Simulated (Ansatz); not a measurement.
Sn(vinyl)3(NMe2) (C8H15NSn). The state is a singlet with charge 0. Geometry PBE-D4/def2-SVP.

```csv
atom,x (Å),y (Å),z (Å)
Sn1,-0.032,-0.212,0.038
C2,-0.673,-0.371,-2.027
C3,-1.797,-1.026,-2.374
H4,-0.059,0.101,-2.815
H5,-2.446,-1.514,-1.625
H6,-2.130,-1.110,-3.425
C7,1.724,-1.425,0.325
C8,2.081,-2.385,-0.549
H9,2.335,-1.258,1.231
H10,1.500,-2.587,-1.467
H11,2.973,-3.019,-0.393
C12,-1.641,-0.836,1.327
C13,-1.598,-2.004,1.994
H14,-2.534,-0.191,1.429
H15,-0.733,-2.690,1.926
H16,-2.426,-2.338,2.647
N17,0.520,1.707,0.609
C18,-0.518,2.687,0.842
C19,1.710,2.265,0.002
H20,-0.146,3.496,1.516
H21,-1.392,2.227,1.348
H22,-0.895,3.198,-0.085
H23,2.488,1.483,-0.132
H24,1.541,2.744,-1.000
H25,2.150,3.055,0.657
```

In the def2 sets Sn takes a core potential, while STO-3G treats all electrons; there is no spin–orbit coupling. Single mean-field runs in def2-TZVP are fitted with def2-universal-jkfit. The restricted singlet is unstable towards broken spin symmetry in Hartree–Fock (as tested in another run); at HF/STO-3G this wasn't settled.

Problem. Estimate the orbital energies around the gap (eV) in Ansatz with HF/STO-3G, PBE-D4/def2-TZVP, r2SCAN-D4/def2-TZVP, PBE0-D4/def2-TZVP, ωB97X-V/def2-TZVP.

Solution. 
```csv
orbital,HF/STO-3G,PBE-D4/def2-TZVP,r2SCAN-D4/def2-TZVP,PBE0-D4/def2-TZVP,ωB97X-V/def2-TZVP
HOMO−9,-13.33,-9.00,-9.36,-10.49,-13.07
HOMO−8,-12.29,-8.99,-9.32,-10.46,-13.00
HOMO−7,-12.05,-8.56,-8.89,-10.00,-12.51
HOMO−6,-9.97,-7.35,-7.60,-8.63,-11.03
HOMO−5,-9.40,-7.04,-7.28,-8.24,-10.63
HOMO−4,-9.39,-7.02,-7.26,-8.22,-10.61
HOMO−3,-8.39,-6.73,-6.94,-7.86,-10.21
HOMO−2,-8.33,-6.60,-6.82,-7.74,-10.06
HOMO−1,-8.26,-6.52,-6.74,-7.67,-9.98
HOMO,-6.71,-4.51,-4.73,-5.78,-8.14
LUMO,7.87,-1.55,-1.35,-0.57,1.59
LUMO+1,8.35,-1.34,-1.14,-0.33,1.88
LUMO+2,8.40,-1.30,-1.10,-0.30,1.89
LUMO+3,10.10,-0.28,0.03,0.73,2.80
LUMO+4,12.03,0.49,0.96,1.29,3.01
LUMO+5,12.34,0.58,1.16,1.35,3.08
```
